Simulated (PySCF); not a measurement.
Job for PySCF: R-B3LYP/LANL2DZ on H4OSi (SMILES O[SiH3]).

```python
from pyscf import gto, scf, dft, mp
from pyscf.data.elements import chemcore

mol = gto.M(
    atom='''
    O    -1.08683584   -0.08231650    3.46669160
    Si    0.20467545   -0.02885024    4.48981149
    H    -0.89739820   -0.01014893    2.52315555
    H     1.15983002   -1.13719468    4.23434127
    H    -0.34313081   -0.15380226    5.85590761
    H     0.95316191    1.24846748    4.36967262
    ''',
    basis='lanl2dz',
    ecp={'Si': 'lanl2dz'},
    charge=0, spin=0, verbose=3, max_memory=1800)
mf = dft.RKS(mol, xc='b3lyp')
mf.conv_tol = 1e-8
mf.max_cycle = 100
mf.kernel()
if not mf.converged:
    mf = mf.newton().run(mf.mo_coeff, mf.mo_occ)
```

Program output:

```
converged SCF energy = -81.5108481152847
```

The run converged.

Cost: about 1.9 core-seconds (a rough figure).
